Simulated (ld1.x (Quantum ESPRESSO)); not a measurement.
# Transferability test, PAW potential for Re

| Property | Result |
| --- | --- |
| Element | rhenium |
| Generator | ld1.x (Quantum ESPRESSO) 7.5 |
| Type | PAW |
| Functional | LDA (PZ) |
| Relativity | scalar-relativistic |
| Frozen core | [Xe] 4f14 |
| Valence charge | 7 |
| Reference configuration | 5d5 6s2 6p0 |
| Partial waves | 6s (bound): rcut 2.20, rcutus 3.05 bohr; 6s channel at 0.35 Ry: rcut 2.20, rcutus 3.05 bohr; 6p (bound, empty): rcut 2.65, rcutus 3.25 bohr; 6p channel at 3.7 Ry: rcut 2.65, rcutus 3.25 bohr; 5d (bound): rcut 2.35, rcutus 2.80 bohr; 5d channel at 2.2 Ry: rcut 2.35, rcutus 2.80 bohr |
| Local potential | all-electron potential smoothed inside 2.70 bohr (lloc = -1) |
| Core correction | Bessel-smoothed model core, default radius (core density twice the valence density) |
| Augmentation charge | BESSEL, radius 2.45 bohr |

Energies are relative to the spin-unpolarised reference configuration 5d5 6s2 6p0; without spin polarisation the order of configurations can differ from experiment. Not all tests gave a result: test run stopped at test 8 of 9 (negative rho).

| valence configuration | charge | ΔE all-electron (eV) | error AE − PS (meV) |
| --- | --- | --- | --- |
| 5d5 6s1 6p0 | +1 | 9.516 | -6.5 |
| 5d5 6s0 6p0 | +2 | 26.196 | -30 |
| 5d5.5 6s1.5 6p0 | 0 | 0.392 | -5.8 |
| 5d5 6s0 6p2 | 0 | 10.049 | -6.5 |
| 5d4 6s2 6p0 | +1 | 10.188 | -31 |
| 5d4 6s2 6p1 | 0 | 5.120 | -21 |

Q: What are ΔE and the potential's error for 5d4 6s0 6p0?

A: ΔE = 53.640 eV all-electron; the error (AE − PS) is -161 meV.
